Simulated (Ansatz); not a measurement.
Cost and result up the ladder for Cu(AsH3)H (CuAsH₄) (6 atoms). Total charge 0; singlet. Geometry: B3LYP-D4/def2-TZVP.

```xyz
6

Cu    0.2607    1.6307   -0.4558
As   -0.1020   -0.6289    0.1750
H     0.0858   -1.7441   -0.8286
H    -1.4543   -1.0764    0.6823
H     0.7155   -1.2522    1.2837
H     0.4942    3.0709   -0.8565
```

Ansatz on 4 threads of Arm Neoverse V1 on a shared host. Times are rough, and most runs start from the orbitals of an earlier one. PBE0-D4/def2-TZVPD serves as the yardstick here, not as an exact answer. Differences are given only for rows in sets of like size (and for xTB, whose basis is part of the method), since another set adds its own error. Binding counts from free atoms at the same level (Cu doublet, As quartet, H doublet; other spins of the atoms weren't run), without zero-point energy or a counterpoise term.

LC-ωPBE has ω = 0.4 bohr⁻¹. HSE06 is defined as in plane-wave codes, on full-range PBE exchange. Correlated methods freeze 18 core orbitals; core or outer-core shells of As are correlated, in sets that lack core-valence functions.

Correlated methods converge slowly with the basis.

```json
{"level": "LDA (SPW92)/def2-TZVP", "functions": "117", "wall time": "0.5 s"}
{"level": "PBE-D4/def2-SVP", "functions": "83", "wall time": "0.55 s"}
{"level": "revPBE-D4/def2-TZVP", "functions": "117", "wall time": "0.75 s"}
{"level": "MP2/def2-TZVP", "functions": "117", "wall time": "0.95 s"}
{"level": "PBE-D4/def2-TZVP (with forces)", "functions": "117", "wall time": "1 s"}
{"level": "PBE-D4/def2-TZVPD", "functions": "138", "wall time": "1 s"}
{"level": "LC-ωPBE/def2-TZVP", "functions": "117", "wall time": "1.1 s"}
{"level": "HSE06-D4/def2-TZVP", "functions": "117", "wall time": "1.2 s"}
{"level": "PBE0-D4/def2-TZVPD", "functions": "138", "wall time": "1.4 s"}
{"level": "r2SCAN-D4/def2-TZVP", "functions": "117", "wall time": "1.8 s"}
{"level": "r2SCANh-D4/def2-TZVP", "functions": "117", "wall time": "2 s"}
{"level": "r2SCAN-D4/def2-TZVPD", "functions": "138", "wall time": "2.1 s"}
{"level": "B97M-V/def2-TZVP", "functions": "117", "wall time": "3.5 s"}
{"level": "CCSD(T)/def2-TZVPP", "functions": "168", "wall time": "25 s"}
```

(1) Estimate what each level gives for the binding energy per atom (eV).

Answers

(1) 
```tsv
level	binding energy per atom (eV)	difference from PBE0-D4/def2-TZVPD (eV)
LDA (SPW92)/def2-TZVP	2.58	0.42
PBE-D4/def2-SVP	2.28	–
revPBE-D4/def2-TZVP	2.17	0.01
MP2/def2-TZVP	2.04	-0.12
PBE-D4/def2-TZVP (with forces)	2.22	0.06
PBE-D4/def2-TZVPD	2.23	0.07
LC-ωPBE/def2-TZVP	2.16	0.00
HSE06-D4/def2-TZVP	2.15	-0.01
PBE0-D4/def2-TZVPD	2.16	0.00
r2SCAN-D4/def2-TZVP	2.24	0.08
r2SCANh-D4/def2-TZVP	2.21	0.05
r2SCAN-D4/def2-TZVPD	2.25	0.09
B97M-V/def2-TZVP	2.27	0.11
CCSD(T)/def2-TZVPP	2.17	0.01
```
